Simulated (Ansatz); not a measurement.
```tsv
atom	x (Å)	y (Å)	z (Å)
C	-0.0053	-0.3210	-2.5388
C	0.0020	0.5183	-1.2871
C	-0.0050	-0.3207	0.0039
C	-0.0099	0.5183	1.2776
C	0.0092	-0.3171	2.5444
H	0.0036	0.3030	-3.4437
H	0.8939	-0.9743	-2.5900
H	-0.8966	-0.9740	-2.5939
H	-0.8768	1.1947	-1.2767
H	0.8858	1.1821	-1.2671
H	0.8900	-0.9848	-0.0006
H	-0.8883	-0.9878	0.0028
H	-0.8831	1.1782	1.2802
H	0.8797	1.1839	1.2840
H	0.0032	0.3049	3.4584
H	-0.8916	-0.9721	2.6062
H	0.8935	-0.9655	2.6022
```

Basis set: STO-3G (spherical functions). Correlated methods keep 5 orbitals frozen. Charge 0, multiplicity 1.

Computed with Ansatz (development build ahead of 0.2.0); each method stands on the lowest determinant of its kind that the runs found. Restricted open shells among the atoms or ions are ROHF, correlated in semicanonical orbitals with singles.

**Question.** Give the atomization energy at this shape (free ground-state atoms in the same class of orbitals less the molecule, no zero-point energy) of singlet C5H12 by RHF-MP2, RHF.

**Answer.**

```json
{"method": "RHF-MP2", "atomization energy": "72.50 eV"}
{"method": "RHF", "atomization energy": "66.66 eV"}
```

This basis has no polarisation functions and is too small for such energies, which can lie far from measured ones in either direction.
